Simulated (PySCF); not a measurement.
## Potential energy of SnSe along the bond

Set-up: Sn cc-pVDZ-PP with ECP28, Se cc-pVDZ-PP with ECP10; scalar-relativistic core potentials (PySCF 2.14). Energies in eV from Sn + Se in their ground configurations at the same level. State: ¹Σ⁺ (singlet), closed shell.

| R (Å) | r²SCAN |
| --- | --- |
| 2.015 | -2.934 |
| 2.109 | -3.863 |
| 2.202 | -4.373 |
| 2.273 | -4.556 |
| 2.343 | -4.613 |
| 2.413 | -4.572 |
| 2.507 | -4.410 |
| 2.624 | -4.089 |
| 2.765 | -3.607 |
| 2.952 | -2.903 |

Put a parabola through the three lowest points of the r²SCAN curve and estimate Re, k and ωe (reduced mass 47.95 u; 1 eV/Å² = 0.16022 mdyn/Å; ωe = 1302.8·√(k/μ) cm⁻¹).

Through R = 2.273, 2.343, 2.413 Å the second-order coefficient is 10.0 eV/Å², so Re ≈ 2.349 Å, k ≈ 3.20 mdyn/Å and ωe ≈ 337 cm⁻¹. A polynomial fit of higher order to the unrounded r²SCAN energies gives Re = 2.346 Å, k = 3.08 mdyn/Å, ωe = 330 cm⁻¹; anharmonicity and rounding make the difference.

The higher-order fit for each curve: r²SCAN: Re = 2.346 Å, ωe = 330 cm⁻¹, De = 4.61 eV.

These are scalar-relativistic numbers at best; spin–orbit coupling would shift them, the dissociation energy most.
